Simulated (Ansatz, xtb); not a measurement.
## GeH2OSn+: which of two structures lies lower

Structure a: a doublet given by its coordinates. Structure b: a doublet given by its coordinates. Both are isolated ions in the gas phase, relaxed with PBE0-D3(BJ)/def2-SVP.

a (Å):

```xyz
5

Ge    0.1195    0.2098   -1.5656
O    -0.7557    1.3944   -0.3167
Sn   -1.4456   -0.4243    0.7627
H     0.3459   -0.7100   -0.0987
H    -1.2907    2.1387   -0.6327
```

Close contacts (Å): Ge1–O2 1.93, Ge1–Sn3 2.88, O2–Sn3 2.22, Ge1–H4 1.75, O2–H5 0.97, Sn3–H4 2.01.

b (Å):

```yaml
atoms:
  - { symbol: Ge, position_ang: [-0.0476, 0.4582, 1.4452] }
  - { symbol: O, position_ang: [1.1338, -0.2688, 0.3305] }
  - { symbol: Sn, position_ang: [0.3156, 0.2069, -1.4479] }
  - { symbol: H, position_ang: [-0.9626, -0.5547, 2.1276] }
  - { symbol: H, position_ang: [0.4318, 1.7492, 2.1027] }
```

Close contacts (Å): Ge1–O2 1.78, Ge1–Sn3 2.93, O2–Sn3 2.01, Ge1–H4 1.53, Ge1–H5 1.53.

Q: Estimate which is lower in electronic energy at CCSD(T)/def2-SVP + ΔMP2/def2-TZVPP, and by roughly how much.

A: The CCSD(T)/def2-SVP + ΔMP2/def2-TZVPP calculation puts structure a lower, by 0.503 eV.

The same difference at several levels:

```csv
level,geometry,E(b) − E(a) (eV),departure from the last row (eV),"job, with rough time for the two"
PBE0-D3(BJ)/def2-SVP,PBE0-D3(BJ)/def2-SVP,+0.734,+0.232,"optimisation, 1.7 min"
HF/def2-SVP,PBE0-D3(BJ)/def2-SVP,+0.508,+0.005,part of the CCSD(T) run
MP2/def2-SVP,PBE0-D3(BJ)/def2-SVP,+0.333,−0.169,part of the CCSD(T) run
CCSD(T)/def2-SVP,PBE0-D3(BJ)/def2-SVP,+0.513,+0.010,single point
CCSD(T)/def2-SVP + ΔMP2/def2-TZVPP,PBE0-D3(BJ)/def2-SVP,+0.503,,"single point, 2.1 min"
```

The levels shown agree on the order. The largest departure from CCSD(T)/def2-SVP + ΔMP2/def2-TZVPP is that of PBE0-D3(BJ)/def2-SVP, 0.232 eV. Levels run at GFN2-xTB geometries aren't shown. The last row adds to CCSD(T) the change of the MP2 difference between the two basis sets, here −0.010 eV.

With harmonic frequencies from PBE0-D3(BJ)/def2-SVP (ideal gas, rigid rotor, one conformer each, 298.15 K, 1 atm): on the last row, ΔE + ΔZPE = +0.430, ΔH = +0.434, ΔG = +0.431 eV.

Open shells are spin-unrestricted. The correlated steps freeze 14 core orbitals; the filled d shell of Ge and Sn is correlated, in a basis made for valence electrons. Atoms past krypton carry core potentials in the def2 sets and no spin–orbit term is included. Mirror images aren't counted in ΔG. Run with Ansatz 0.2.0; the last row on 1 thread of Intel(R) Xeon(R) Processor @ 2.70GHz on a shared host.
